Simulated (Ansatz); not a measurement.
A run on BF3H2Se with other settings.

```yaml
crystal:
  periodic: [false, false, false]
  atoms:
    - {symbol: F, position_ang: [0.239454, -1.087466, 1.678233]}
    - {symbol: B, position_ang: [0.312819, -1.247318, 0.373759]}
    - {symbol: F, position_ang: [-0.782054, -1.495468, -0.315434]}
    - {symbol: F, position_ang: [1.488180, -1.356481, -0.208694]}
    - {symbol: Se, position_ang: [0.170644, 1.745369, -0.147846]}
    - {symbol: H, position_ang: [-1.264243, 1.810083, 0.151899]}
    - {symbol: H, position_ang: [-0.103600, 1.563180, -1.577716]}
basis:
  gaussian: {orbitals: STO-3G}
hamiltonian: {xc: {name: SVWN5}}
```

```sh
$ ansatz run in.yaml --threads 4 --pin off --events-out ev --progress --plain --max-ram 10444MiB
```

Shortened log:

```
Functional definition: SVWN5
495 factors; integrals over basis functions are off by at most 3.0e-5 eV
mean field evaluation 1: about -73200.1499 eV, gradient 1.2e1 eV
mean field evaluation 2: about -73200.0277 eV, gradient 1.5e1 eV
mean field evaluation 4: about -73200.7210 eV, gradient 8.3e-1 eV
mean field evaluation 8: about -73200.6609 eV, gradient 7.3e-4 eV
mean field -73200.66085063 eV, -2690.0746690705 hartree, gradient 5.3e-6 eV, S^2 0.000000; 0 other end points of the search recorded, 0 dependent functions left out
reference -73200.66086749 eV, -2690.0746696903 hartree; 34, 34 occupied and 6, 6 virtual orbitals, 495 factors
Total energy: -73200.66086749 eV, -2690.0746696903 hartree
```

It took 0.2 s on 4 threads of an Intel Xeon Platinum 8488C on a shared host, with 0.39 GiB of host memory at the peak.
